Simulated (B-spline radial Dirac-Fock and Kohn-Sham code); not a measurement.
## Relativistic shifts of the levels of Rh¹²⁺

System: Rh¹²⁺, configuration [Ar] 3d10 4s2 4p3.

Both columns are ΔSCF binding energies of the configuration average from a radial finite-basis atomic code: non-relativistic Hartree-Fock with a point nucleus, and Dirac-Fock with a finite nucleus and the Coulomb interaction alone, averaged over the two j levels with weights 2j+1.

```tsv
shell	Hartree-Fock (eV)	Dirac-Fock (eV)	shift (eV)	shift (%)
1s	22908.0	23569.3	+661.32	+2.89
2s	3545.3	3704.1	+158.80	+4.48
3s	867.6	899.9	+32.27	+3.72
3d	582.3	577.7	-4.65	-0.80
4s	309.1	316.4	+7.31	+2.36
4p	276.0	278.1	+2.09	+0.76
```

Relativity binds 1s, 2s, 3s, 4s, 4p more strongly, among those listed most of all 2s in relative terms, and 3d more weakly, because the contracted s and p shells screen the nucleus better.

Values without a named source are computed, but for edge energies of neutral atoms, which are taken from tables.
